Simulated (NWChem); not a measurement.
Species: C₄H₆Si; SMILES [SiH3]/C=C/C#C

Computed with NWChem. Medium grid unless said otherwise, to which SCAN and Minnesota functionals are sensitive. All runs use the structure optimised with PBE0/def2-SVP. B3LYP is NWChem's, with the RPA form of VWN correlation.

**Question.** Order these by “highest occupied level (eV)”, lowest first: B3LYP/def2-SVP; PBE/def2-SVP; TPSSh/def2-SVP; M06-2X/def2-SVP; PBE0/def2-SVP.

**Answer.** M06-2X/def2-SVP (-8.34), PBE0/def2-SVP (-7.24), B3LYP/def2-SVP (-6.96), TPSSh/def2-SVP (-6.60), PBE/def2-SVP (-6.17)
